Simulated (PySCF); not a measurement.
Molfile (atoms numbered from 1):
```
C4H6OSSi
     RDKit          3D

 13 13  0  0  0  0  0  0  0  0999 V2000
    2.6716    0.0719    0.2036 Si  0  0  0  0  0  4  0  0  0  0  0  0
    1.2897   -0.2747   -0.5976 O   0  0  0  0  0  0  0  0  0  0  0  0
    0.0168   -0.1037   -0.2689 C   0  0  0  0  0  0  0  0  0  0  0  0
   -1.0684   -0.5332   -0.9694 C   0  0  0  0  0  0  0  0  0  0  0  0
   -2.2900   -0.1877   -0.3460 C   0  0  0  0  0  0  0  0  0  0  0  0
   -2.1228    0.4944    0.8113 C   0  0  0  0  0  0  0  0  0  0  0  0
   -0.4545    0.7378    1.1805 S   0  0  0  0  0  0  0  0  0  0  0  0
    2.7440    1.5050    0.4865 H   0  0  0  0  0  0  0  0  0  0  0  0
    2.7153   -0.6771    1.4597 H   0  0  0  0  0  0  0  0  0  0  0  0
    3.6013   -0.3883   -0.8125 H   0  0  0  0  0  0  0  0  0  0  0  0
   -0.9891   -1.0761   -1.8929 H   0  0  0  0  0  0  0  0  0  0  0  0
   -3.2516   -0.4440   -0.7530 H   0  0  0  0  0  0  0  0  0  0  0  0
   -2.8665    0.8763    1.4809 H   0  0  0  0  0  0  0  0  0  0  0  0
  1  2  1  0
  2  3  1  0
  3  4  2  0
  4  5  1  0
  5  6  2  0
  6  7  1  0
  7  3  1  0
  1  8  1  0
  1  9  1  0
  1 10  1  0
  4 11  1  0
  5 12  1  0
  6 13  1  0
M  END
```

Geometry: GFN2-xTB; GIAO absolute shieldings from PySCF 2.14, gas phase, non-relativistic, averaged over equivalent atoms.

At PBE0/MINI (49 basis functions, 6.6 s wall time on 1 thread of an Intel Xeon, shared host):
```json
{"atoms": "Si1", "σ (ppm)": "678.9"}
{"atoms": "O2", "σ (ppm)": "363.5"}
{"atoms": "C3", "σ (ppm)": "87.3"}
{"atoms": "C5", "σ (ppm)": "118.5"}
{"atoms": "C6", "σ (ppm)": "119.0"}
{"atoms": "C4", "σ (ppm)": "133.3"}
{"atoms": "S7", "σ (ppm)": "507.1"}
{"atoms": "H12", "σ (ppm)": "23.70"}
{"atoms": "H13", "σ (ppm)": "24.05"}
{"atoms": "H11", "σ (ppm)": "24.37"}
{"atoms": "H8/H9/H10", "σ (ppm)": "26.90"}
```

Problem. Estimate the result of repeating the calculation with PBE0/pcSseg-1.

Solution. 
```csv
atoms,σ at PBE0/pcSseg-1,change
Si1,385.5,-293.4
O2,245.5,-118.0
C3,17.8,-69.5
C5,56.6,-61.9
C6,68.4,-50.6
C4,74.7,-58.6
S7,324.1,-183.0
H12,24.75,+1.05
H13,25.39,+1.34
H11,25.26,+0.89
H8/H9/H10,26.65,-0.25
```

The largest change is at Si1 (silicon bonded to O, 3 H). Cost: 163 basis functions, 21 s wall time on 1 thread of an Arm Neoverse V2, shared host. The order of the carbon signals is the same at both levels.
